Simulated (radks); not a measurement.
Results of a calculation; reference values are marked as such.
How relativity changes the ionisation of neutral europium ([Xe] 4f7 6s2) to Eu+ ([Xe] 4f7 6s1). Spin-unpolarised spherical Kohn-Sham, PBEsol, point nucleus unless stated (finite: rms radius 5.1115 fm), a radial shooting solver on a logarithmic mesh with Libxc functionals. A level marked "c x" has the speed of light scaled by that factor and shares open shells by 2j + 1; other Dirac levels either fill j = l - 1/2 first or share by 2j + 1.

[
 {"level": "non-rel.", "E(Eu) (hartree)": "-10422.7725", "E(Eu+) (hartree)": "-10422.5639", "IE (eV)": "5.678", "HOMO": "6s", "<r> HOMO (bohr)": "4.507"},
 {"level": "scalar-rel.", "E(Eu) (hartree)": "-10840.3034", "E(Eu+) (hartree)": "-10840.0816", "IE (eV)": "6.036", "HOMO": "4f", "<r> HOMO (bohr)": "0.9777"},
 {"level": "scalar-rel., finite nucleus", "E(Eu) (hartree)": "-10839.5387", "E(Eu+) (hartree)": "-10839.3169", "IE (eV)": "6.035", "HOMO": "4f", "<r> HOMO (bohr)": "0.9776"},
 {"level": "Dirac, 2j+1 shares", "E(Eu) (hartree)": "-10848.3924", "E(Eu+) (hartree)": "-10848.1705", "IE (eV)": "6.038", "HOMO": "4f7/2", "<r> HOMO (bohr)": "0.9885"},
 {"level": "Dirac, low j first", "E(Eu) (hartree)": "-10848.4602", "E(Eu+) (hartree)": "-10848.2385", "IE (eV)": "6.032", "HOMO": "4f7/2", "<r> HOMO (bohr)": "0.9948"},
 {"level": "Dirac, 2j+1 shares, finite nucleus", "E(Eu) (hartree)": "-10847.6234", "E(Eu+) (hartree)": "-10847.4015", "IE (eV)": "6.037", "HOMO": "4f7/2", "<r> HOMO (bohr)": "0.9885"},
 {"level": "Dirac, c x 1.5", "E(Eu) (hartree)": "-10600.5398", "E(Eu+) (hartree)": "-10600.3261", "IE (eV)": "5.816", "HOMO": "6s1/2", "<r> HOMO (bohr)": "4.401"},
 {"level": "Dirac, c x 5", "E(Eu) (hartree)": "-10438.1214", "E(Eu+) (hartree)": "-10437.9124", "IE (eV)": "5.689", "HOMO": "6s1/2", "<r> HOMO (bohr)": "4.498"},
 {"level": "Dirac, c x 10", "E(Eu) (hartree)": "-10426.5984", "E(Eu+) (hartree)": "-10426.3896", "IE (eV)": "5.680", "HOMO": "6s1/2", "<r> HOMO (bohr)": "4.505"}
]

NIST Atomic Spectra Database: 5.670 eV (measured). The relativistic part of the total energy of Eu is -424.9 hartree (Dirac, 2j+1 shares, finite nucleus), 4.1 % of the non-relativistic value. Spin polarisation and multiplet splitting of open shells are left out at every level.

Beside tabulated values, note that relativity, absent from the non-relativistic runs, is large for the heavy elements, and spin-unpolarised runs miss the spin-polarisation part of the exchange energy of open shells.
